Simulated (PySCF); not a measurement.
## Spinor energies of Ga²¹⁺ (gallium, charge +21)

Start: [Ne]. Calculated with PySCF 2.14 in an uncontracted even-tempered set (18 s from 5.6 bohr⁻², ratio 2.4; 12 p from 7.3 bohr⁻², ratio 2.4; 5 d from 32 bohr⁻², ratio 2.6; 5 f from 49 bohr⁻², ratio 2.6): generalised Hartree-Fock with the X2C-1e Hamiltonian and a Gaussian nucleus; one run each with spin-orbit coupling (SO) switched off, then screened by Boettger's factors.

```csv
spinor shell,electrons,"ε, spin-free (eV)","ε, screened SO (eV)",weight of nominal j (screened SO),"rms radius, screened SO (bohr)"
1s1/2,2,-11342.8,-11342.6,1.000,0.0560
2s1/2,2,-2190.4,-2190.3,1.000,0.231
2p1/2,2,-2020.4,-2040.1,1.000,0.204
2p3/2,4,-2020.4,-2010.9,1.000,0.207
```

| quantity | spin-free | screened SO |
| --- | --- | --- |
| E (hartree) | -1683.83201 | -1683.89075 |
| M_J | 0 | 0 |
| ⟨J²⟩ | 0.000 | 0.000 |
| ⟨L²⟩ | 0.000 | 0.001 |
| ⟨S²⟩ | 0.000 | 0.001 |

Without spin-orbit coupling the j labels of p, d and f shells carry no meaning; the spin-free column gives the mean over the occupied spinors of each nl shell.
